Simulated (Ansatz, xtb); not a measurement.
## AlFH4NSi: 7 structures ranked

7 gas-phase structures of AlFH4NSi, found in a search over its isomers (lower ones may exist). Each was relaxed with GFN2-xTB; where two conformers were screened, the lower at r2SCAN-D4/def2-SVP is listed:

A. `[F][AlH][NH][SiH2]`, a doublet
B. `N[SiH][AlH][F]`, a doublet
C. `[F][Al][NH][SiH3]`, a doublet
D. a doublet given by its coordinates
E. a doublet given by its coordinates
F. `[F][AlH][N][SiH3]`, a doublet
G. `[NH2][Al]([F])[SiH2]`, a doublet

D (Å):

| atom | x (Å) | y (Å) | z (Å) |
| --- | --- | --- | --- |
| Al | 1.3586 | 2.0831 | 1.1953 |
| F | 1.6944 | 3.6105 | 1.7245 |
| N | 2.5097 | 0.9884 | 0.3676 |
| Si | 1.7746 | -0.5535 | 0.0304 |
| H | 3.4640 | 1.1172 | 0.0565 |
| H | 2.1372 | -1.5519 | 1.0421 |
| H | 2.1434 | -0.9867 | -1.3209 |
| H | -0.0420 | 1.5979 | 1.4854 |

Close contacts (Å): Al1–F2 1.65, Al1–N3 1.79, Al1–Si4 2.91, N3–Si4 1.74, Al1–H8 1.51, N3–H5 1.01, Si4–H6 1.47, Si4–H7 1.47.

E (Å):

```json
{"atom": "Al", "x (Å)": "0.0084", "y (Å)": "0.2037", "z (Å)": "0.5881"}
{"atom": "F", "x (Å)": "-0.8587", "y (Å)": "0.3720", "z (Å)": "1.9852"}
{"atom": "N", "x (Å)": "1.8281", "y (Å)": "-0.0259", "z (Å)": "0.5375"}
{"atom": "Si", "x (Å)": "1.6599", "y (Å)": "-1.6884", "z (Å)": "0.1161"}
{"atom": "H", "x (Å)": "-0.7189", "y (Å)": "0.7265", "z (Å)": "-0.6445"}
{"atom": "H", "x (Å)": "2.7417", "y (Å)": "0.4011", "z (Å)": "0.6016"}
{"atom": "H", "x (Å)": "2.3236", "y (Å)": "-2.6649", "z (Å)": "0.9923"}
{"atom": "H", "x (Å)": "1.9162", "y (Å)": "-2.0597", "z (Å)": "-1.2842"}
```

Close contacts (Å): Al1–F2 1.65, Al1–N3 1.83, Al1–Si4 2.56, N3–Si4 1.72, Al1–H5 1.52, N3–H6 1.01, Si4–H7 1.47, Si4–H8 1.47.

**Question.** Which do you expect lowest at r2SCAN-D4/def2-SVP, and how would the others follow?

**Answer.** Calculated order at r2SCAN-D4/def2-SVP: C (0.0), G (2.1), A (3.5), D (4.8), E (13.2), B (19.8), F (23.0) kcal/mol.

Energies above the lowest of each column, in kcal/mol; the last columns are at PBE0-D3(BJ)/def2-SVP geometries and were run for some of them only (a dash: not run or not comparable):

| structure | GFN2-xTB | HF/STO-3G | r2SCAN-D4/def2-SVP | PBE0-D3(BJ)/def2-SVP | CCSD(T)/def2-SVP + ΔMP2/def2-TZVPP |
| --- | --- | --- | --- | --- | --- |
| C | 2.1 | 18.1 | 0.0 | 0.0 | 0.0 |
| G | 15.8 | 6.9 | 2.1 | 5.5 | 10.5 |
| A | 3.9 | 3.4 | 3.5 | 4.9 | 6.5 |
| D | 3.3 | 7.5 | 4.8 | 4.5 | 6.2 |
| E | 0.0 | 35.1 | 13.2 | – | – |
| B | 15.9 | 27.3 | 19.8 | – | – |
| F | 12.7 | 0.0 | 23.0 | – | – |

CCSD(T)/def2-SVP + ΔMP2/def2-TZVPP puts C lowest of those it was run on; GFN2-xTB picks E, HF/STO-3G picks F. CCSD(T)/def2-SVP + ΔMP2/def2-TZVPP orders those it was run on as C (0.0), D (6.2), A (6.5), G (10.5) kcal/mol. Less than 1 kcal/mol parts D and A, so the order within that pair means little. Some further structures that were screened fall inside this span and aren't listed. Flexible structures stand in one conformer each, not always the lowest. Frequencies (PBE0-D3(BJ)/def2-SVP) were run for A, C, D, G alone. Open shells are spin-unrestricted. ΔMP2 is the change of the MP2 energy from the smaller to the larger basis.

Over these structures GFN2-xTB departs from r2SCAN-D4/def2-SVP by 6.3 kcal/mol on average once a common shift is removed. A GFN2-xTB relaxation took about 0.29 s and the r2SCAN-D4/def2-SVP energy about 3.3 s on a shared host (Ansatz 0.2.0, xtb 6.7.1).
